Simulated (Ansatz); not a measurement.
`NBO[SiH3]` + H₂ → `BO[SiH3]` + NH₃ at 700 K and 1 bar (hydrogenolysis of a B–N bond).

Program: Ansatz. Geometries: PBE0-D4/def2-TZVP. ΔE: electronic, gas phase. CBS: MP2 limit from def2 TZ/QZ plus the TZ coupled-cluster correction, frozen cores. This one scheme is used for every species. One conformer a species, not always the lowest.

```csv
species,CCSD(T)/CBS energy (Eh),H − E (kJ/mol),S (J/(mol·K))
`NBO[SiH3]`,-447.48791,255.7,433.6
H₂,-1.17544,46.8,155.3
`BO[SiH3]`,-392.11480,190.5,377.2
NH₃,-56.50880,116.9,226.5
```

H − E and S are ideal-gas, rigid-rotor, harmonic terms from PBE0-D4/def2-TZVP, for one conformer and one mirror image of each species. The MP2-based limit puts H₂ 0.8 mEh under its directly extrapolated value; such offsets cancel only in part. 1 Eh = 2625.50 kJ/mol, R = 8.31446 J/(mol·K).

By hand: ΔE, ΔH, ΔS and ΔG.

ΔE = (-392.11480) + (-56.50880) − (-447.48791) − (-1.17544) = 0.03975 Eh = 104.4 kJ/mol. Δ(H − E) = 190.5 + 116.9 − 255.7 − 46.8 = 4.9, so ΔH = 109.3 kJ/mol. ΔS = 377.2 + 226.5 − 433.6 − 155.3 = 14.8 J/(mol·K). ΔG = 109.3 − 700 × (14.8)/1000 = 98.9 kJ/mol.

By hand: the equilibrium constant, and the temperature at which ΔG would vanish if ΔH and ΔS stayed fixed.

log₁₀ K = −ΔG/(RT ln 10) = -7.4. ΔG = 0 at ΔH/ΔS = 7385 K, far beyond where these terms or the molecules hold.

The number of gas molecules stays the same, so ΔS is small and ΔH decides. A doubt of 5 kJ/mol in ΔE shifts log₁₀ K by 0.4 here. Other conformers and mirror images would add mixing entropy, several J/(mol·K) or more a flexible species. Modes under 60 cm⁻¹, often nearly free rotors, make the harmonic entropy too high. These are equilibria of isolated gas molecules and say nothing of rates. Largest T1 diagnostic: 0.013 (customary marks: 0.02 for closed shells, 0.045 for open ones).
